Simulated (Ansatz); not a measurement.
Consider the cleavage of the Si–P bond: `C[SiH](F)P` + `BBO` → `BBO[SiH](C)F` + PH₃.

Program: Ansatz. Geometries: PBE0-D4/def2-TZVP. ΔE: electronic, gas phase. CBS: MP2 limit from def2 TZ/QZ plus the TZ coupled-cluster correction, frozen cores. This one scheme is used for every species. Functionals use def2-TZVPP. HSE06 is defined as in plane-wave codes. One conformer a species, not always the lowest.

```json
{"level": "PBE-D4", "ΔE (kJ/mol)": "-69.7", "difference from CCSD(T)/CBS": "21.6"}
{"level": "revPBE-D4", "ΔE (kJ/mol)": "-69.2", "difference from CCSD(T)/CBS": "22.1"}
{"level": "B97M-V", "ΔE (kJ/mol)": "-89.2", "difference from CCSD(T)/CBS": "2.1"}
{"level": "r2SCANh-D4", "ΔE (kJ/mol)": "-87.8", "difference from CCSD(T)/CBS": "3.5"}
{"level": "r2SCAN0-D4", "ΔE (kJ/mol)": "-89.6", "difference from CCSD(T)/CBS": "1.7"}
{"level": "BHLYP-D4", "ΔE (kJ/mol)": "-101.3", "difference from CCSD(T)/CBS": "-10.0"}
{"level": "CAM-B3LYP-D4", "ΔE (kJ/mol)": "-98.7", "difference from CCSD(T)/CBS": "-7.4"}
{"level": "revPBE", "ΔE (kJ/mol)": "-68.3", "difference from CCSD(T)/CBS": "23.0"}
{"level": "r2SCANh", "ΔE (kJ/mol)": "-87.5", "difference from CCSD(T)/CBS": "3.8"}
{"level": "r2SCAN0", "ΔE (kJ/mol)": "-89.4", "difference from CCSD(T)/CBS": "1.9"}
{"level": "HSE06", "ΔE (kJ/mol)": "-77.2", "difference from CCSD(T)/CBS": "14.1"}
{"level": "CCSD/def2-SVP", "ΔE (kJ/mol)": "-90.5", "difference from CCSD(T)/CBS": "0.8"}
{"level": "CCSD(T)/def2-SVP", "ΔE (kJ/mol)": "-88.1", "difference from CCSD(T)/CBS": "3.2"}
{"level": "SCS-MP2/def2-TZVPP", "ΔE (kJ/mol)": "-98.7", "difference from CCSD(T)/CBS": "-7.4"}
{"level": "CCSD/def2-TZVPP", "ΔE (kJ/mol)": "-97.6", "difference from CCSD(T)/CBS": "-6.3"}
{"level": "MP2/CBS(def2)", "ΔE (kJ/mol)": "-91.0", "difference from CCSD(T)/CBS": "0.3"}
{"level": "CCSD(T)/CBS", "ΔE (kJ/mol)": "-91.3", "difference from CCSD(T)/CBS": "0"}
```

**Question.** What do rigid-rotor, harmonic-oscillator terms from PBE0-D4/def2-TZVP frequencies (298.15 K, 1 bar) make of the CCSD(T)/CBS value? (Estimate.)

**Answer.** Ansatz gave: ΔZPE = -8.6 kJ/mol, ΔH = -97.9 kJ/mol, ΔS = -7 J/(mol·K), ΔG = -95.8 kJ/mol. Modes under 50 cm⁻¹ make the entropy rough.

Largest T1 diagnostic among the species: 0.013.

From BLYP to BHLYP (50 % exact exchange), in def2-TZVPP and without D4, ΔE moves by −15.2 kJ/mol. Leaving LDA and LC-ωPBE aside and taking each functional with its dispersion term where it has one, the values spread over 32.1 kJ/mol, from BHLYP-D4 to revPBE-D4. LDA lies −5.3 kJ/mol from PBE without D4. In def2-TZVPP, CCSD(T) changes the Hartree–Fock value by +21.9 kJ/mol (the triples alone add +3.7 kJ/mol) and MP2 by +22.2 kJ/mol.
